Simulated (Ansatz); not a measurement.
`N[SiH2][InH][F]` + H₂Se → `[F][InH][SeH]` + `N[SiH3]`  (cleavage of the In–Si bond)

Isolated molecules relaxed with PBE0-D4/def2-TZVP in Ansatz; ΔE leaves out vibrations. CCSD(T)/CBS adds triple-zeta CCSD(T) − MP2 to the extrapolated MP2 energy (def2 sets, frozen cores). This one scheme is used for every species. DFT in def2-TZVPP. def2 core potentials past Kr. For In, Se outer-core shells are correlated without core-valence functions, which leaves a few kJ/mol of doubt a bond. Scalar relativity is left out up to krypton. Each species was taken in one conformer, which may not be the lowest.

Is it downhill or uphill in electronic energy at CCSD(T)/CBS, and by how much? (Estimate.)

Computed: Downhill: ΔE = -80.8 kJ/mol.

What do these levels give: BHLYP-D4, B2PLYP, r2SCAN0, LC-ωPBE, MP2/def2-SVP, SCS-MP2/def2-QZVPP? (Best estimate.)

Computed: BHLYP-D4 -82.2, B2PLYP -81.6, r2SCAN0 -79.9, LC-ωPBE -75.7, MP2/def2-SVP -91.7, SCS-MP2/def2-QZVPP -86.0 kJ/mol.

What do rigid-rotor, harmonic-oscillator terms from PBE0-D4/def2-TZVP frequencies (298.15 K, 1 bar) make of the CCSD(T)/CBS value? (Best estimate.)

Computed: ΔZPE = +3.9 kJ/mol, ΔH = -79.1 kJ/mol, ΔS = 5 J/(mol·K), ΔG = -80.5 kJ/mol. Modes under 50 cm⁻¹ make the entropy rough.

Largest T1 diagnostic among the species: 0.015.

Leaving LDA and LC-ωPBE aside and taking each functional with its dispersion term where it has one, the values, not all of them listed here, spread over 16.1 kJ/mol, from BHLYP-D4 to PBE-D4. LDA lies +8.6 kJ/mol from PBE without D4. From PBE to PBE0 (25 % exact exchange), in def2-TZVPP and without D4, ΔE moves by −6.0 kJ/mol. The D4 term adds +3.7 kJ/mol with B3LYP and +2.1 kJ/mol with PBE0; it sums over pairs of atoms, weighted by their polarisabilities, and B3LYP, whose exchange is more repulsive, gets the larger term.

B3LYP here is the variant with VWN-RPA as its local correlation; programs differ in this.
